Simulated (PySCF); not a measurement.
Radial density of Ru⁺ (ruthenium, charge +1)

UHF, [Kr] 4d7, high-spin 4F determinant. Computed with PySCF 2.14 in cc-pVDZ-PP with ECP28MDF, with scalar relativity through the core potential. This is the valence pseudo-density: the core potential removes the inner electrons and smooths the orbitals near the nucleus.

```
r (bohr)  4πr²ρ (e/bohr)  4πr²(ρα − ρβ)
  0.0213       1.092e-05         0.0000
  0.0359       2.849e-05         0.0000
  0.0603       7.328e-05         0.0000
   0.102       0.0002913         0.0000
   0.171        0.002944         0.0004
   0.287         0.05949         0.0100
   0.483           1.554         0.1811
   0.812           11.54         1.3539
    1.37           9.945         2.0746
    2.30           1.980         0.6902
    3.87          0.1458         0.0430
    6.50        0.001687        -0.0001
```

Energies and moments cover only the electrons outside the core potential.
